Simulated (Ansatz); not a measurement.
# A basis-limit estimate, worked out

An elementary step of SiH2OF2, singlet (SiH₂OF₂ ([OH][SiH]([F])[F]) → SiF₂ + H₂O; bonds formed: O2–H3; bonds broken: Si1–O2, Si1–H3). “Start” is the structure reached by relaxing down from the saddle towards the reactants; PBE0-D4/def2-TZVP structures. The saddle:

| atom | x (Å) | y (Å) | z (Å) |
| --- | --- | --- | --- |
| Si1 | -0.4113 | 0.4162 | -0.5458 |
| O2 | 0.9340 | -0.4045 | 0.3559 |
| H3 | 0.8064 | -0.6160 | -0.8942 |
| F4 | -1.6923 | -0.1707 | 0.2156 |
| F5 | -0.3299 | 1.9289 | -0.0554 |
| H6 | 0.6931 | -1.1538 | 0.9238 |

Computed with Ansatz 0.2.0 (basis: def2-TZVPP and def2-QZVPP); correlated methods freeze the cores.

Energies in eV:

| quantity | saddle | start |
| --- | --- | --- |
| Hartree–Fock, triple zeta (X = 3) | -15347.61428 | -15352.17295 |
| Hartree–Fock, quadruple zeta (X = 4) | -15348.25794 | -15352.81033 |
| MP2 correlation, X = 3 | -24.08779 | -23.28329 |
| MP2 correlation, X = 4 | -26.24377 | -25.43150 |
| CCSD(T) correlation, X = 3 | -25.10000 | -24.24651 |

(1) Work out the barrier at the basis limit: extrapolate Hartree–Fock as E(X) = E∞ + A exp(−7.88 √X) and the MP2 correlation as E(X) = E∞ + B X^−2.97 (the exponents that Neese and Valeev fitted for def2-TZVPP and QZVPP), then add CCSD(T) − MP2 in triple zeta.

No T1 diagnostic of these runs exceeds 0.015. The restricted Hartree–Fock reference is unstable towards an unrestricted one at one or more of these structures.

Results:

(1) Each step is linear, so take the differences first (saddle − start): Hartree–Fock 4.55867 (X = 3) and 4.55239 (X = 4); MP2 correlation -0.80450 and -0.81227; CCSD(T) correlation -0.85349.
Two points give E∞ = E(4) + w [E(4) − E(3)], with w = 1/(exp(7.88 (2 − √3)) − 1) = 0.1377 for Hartree–Fock and w = 1/((4/3)^2.97 − 1) = 0.7407 for the correlation.
Hartree–Fock: 4.55239 + 0.1377 × (-0.00628) = 4.5515 eV.
MP2 correlation: -0.81227 + 0.7407 × (-0.00777) = -0.8180 eV.
CCSD(T) − MP2: -0.85349 − (-0.80450) = -0.0490 eV.
Sum: 4.5515 + (-0.8180) + (-0.0490) = 3.6845 eV, or 84.97 kcal/mol. Plain CCSD(T) in triple zeta gives 3.7052 eV, so the larger basis shifts the result by -0.0207 eV.

Losses and insertions of silylenes and their heavier kin drive the gas-phase chemistry of silicon and germanium vapour deposition.

Labels in which every atom is bracketed show which atoms are joined, not bond orders.

For scale, one of the runs: CCSD(T)/def2-TZVPP, 163 basis functions, launched by `ansatz run in.yaml --threads 2 --pin off --events-out ev --progress --plain --max-ram 4352MiB`. Time: 28 s of wall clock on 2 CPU threads of an Intel Xeon Platinum 8259CL; the host was shared. Peak host memory: 1.4 GiB.
